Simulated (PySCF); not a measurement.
# Electron correlation in Tc (technetium, neutral)

[Kr] 4d5 5s1 6s1, high-spin 8S determinant (an excited configuration). Calculation: PySCF 2.14, in x2c-TZVPPall with one added diffuse shell each of s, p, d, f type (9s7p7d3f1g, 95 functions); scalar relativity by spin-free X2C-1e. Frozen: [Ar] 3d10; 15 electrons correlated.

```json
{"level": "CCSD", "correlation energy (mhartree)": "-380.26"}
{"level": "(T)", "correlation energy (mhartree)": "-9.94"}
{"level": "CCSD(T)", "correlation energy (mhartree)": "-390.20"}
```

Diagnostics: T1 = 0.010, D1 = 0.0536, largest double amplitude 0.039.

Is a single reference adequate?

Yes, within this model without spin-orbit coupling: T1 lies below 0.03 and no double amplitude reaches 0.07.

This basis was not built for core-valence correlation, so the inner-shell part is incomplete.
